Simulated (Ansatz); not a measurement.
Mulliken charges of `[OH][Nb]([F])([F])([F])[Cl]` from r2SCAN/def2-TZVPP in Ansatz (PBE0-D4/def2-TZVP geometry).

```tsv
atom	x (Å)	y (Å)	z (Å)	charge (e)
O1	0.450	-1.277	-0.753	-0.498
Nb2	-0.083	0.251	0.149	1.567
F3	0.995	-0.173	1.580	-0.327
F4	-1.839	-0.304	0.128	-0.327
F5	0.562	1.318	-1.206	-0.327
Cl6	-0.752	2.176	1.282	-0.319
H7	0.728	-2.060	-1.225	0.231
```

**Question.** By hand: the dipole of these point charges (1 e Å = 4.8032 D).

**Answer.** Σ q r = (0.146, -0.416, -0.248) e Å, of length 0.506 e Å = 2.43 D.

**Question.** How does the dipole of the full density compare? (Best estimate.)

**Answer.** Computed: (0.225, -0.641, -0.380) e Å, 3.74 D; the point charges give 0.65 times that, at 0° from its direction.

Point charges leave out the atoms' own dipoles, such as those of lone pairs, and Mulliken's split depends on the basis, so the two needn't agree.
